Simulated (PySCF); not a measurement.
**Solvent effects on NMR parameters**

Atom-mapped SMILES (the numbers label the heavy atoms): `[CH2:1]=[CH:2][c:3]1[cH:4][c:5]([F:6])[o:7][c:8](=[O:9])[cH:10]1`; H(Xn) means a hydrogen on atom n. Ha(C1) is cis to C3; Hb(C1) is trans to C3.

GIAO PBE0/pcSseg-1 in PySCF 2.14 on one PBE0-D3(BJ)/def2-SVP conformer, non-relativistic, equivalent nuclei averaged. Solvents enter as an IEF-PCM continuum (chloroform with ε = 4.7, methanol with ε = 32.6) around the gas-phase geometry. Shifts are referred to TMS, CFCl3 computed in the same medium.

In chloroform, δ in ppm: C5 169.9, C3 161.3, C8 161.2, C2 142.1, C1 134.9, C10 112.2, C4 82.8, F6 -65.8, H(C2) 6.72, Ha(C1) 6.47, Hb(C1) 6.27, H(C4) 6.10, H(C10) 5.92. Dipole moment 6.33 D.

Problem. How does each δ change in the more polar medium?

Solution. 
```
 atoms                         environment  Δδ, methanol
    C5             unsaturated ring carbon          +0.1
    C3             unsaturated ring carbon          +1.3
    C8                ring carbonyl carbon          +1.1
    C2                           alkene CH           0.0
    C1                terminal =CH2 carbon          +2.0
   C10                 unsaturated ring CH          -0.2
    C4                 unsaturated ring CH          +1.3
    F6     fluorine on an unsaturated ring          -0.2
 H(C2)            hydrogen on an alkene CH         +0.07
Ha(C1)  hydrogen on a terminal =CH2 carbon         +0.14
Hb(C1)  hydrogen on a terminal =CH2 carbon         +0.12
 H(C4)   hydrogen on a unsaturated ring CH         +0.19
H(C10)   hydrogen on a unsaturated ring CH         +0.08
```

Changes are relative to chloroform. The dipole moment becomes 6.81 D in methanol.

Problem. Which nuclei move most (in ppm), and what does the model miss?

Solution. C1 (terminal =CH2 carbon, +2.0 ppm) in methanol. A continuum only polarises the solute; specific hydrogen bonds, the anisotropy of aromatic solvents and changes of geometry or conformer are outside it.
